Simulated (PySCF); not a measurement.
Consider chloropentafluoroethane, `FC(F)(F)C(F)(F)Cl` (C2ClF5). Non-hydrogen atoms are numbered in `[F:1][C:2]([F:3])([F:4])[C:5]([F:6])([F:7])[Cl:8]`.

Energies: M06-2X/def2-TZVP (PySCF, density fitting, integration grid level 3) on PBE0-D3(BJ)/def2-SVP structures. Zero-point and thermal terms (298.15 K, 1 bar) come from unscaled GFN2-xTB harmonic frequencies, with soft modes damped to free rotors in the entropy. These were taken at the GFN2-xTB minima.

**Question.** Rank these bonds by dissociation enthalpy, weakest first.
A. C2–C5
B. F1–C2
C. C5–F6
D. C5–Cl8

**Answer.** D (358 kJ/mol), A (387 kJ/mol), C (490 kJ/mol), B (522 kJ/mol).

**Question.** For C2–C5, what are ΔE (electronic) and ΔG(298 K) of the homolysis?

**Answer.** ΔE = 396 and ΔG = 330 kJ/mol, beside ΔH = 387 kJ/mol. The radicals are `F[C](F)F` and `F[C](F)Cl`.

Note: spin-orbit coupling is left out of the energies, which matters for open shells on the heavier atoms.
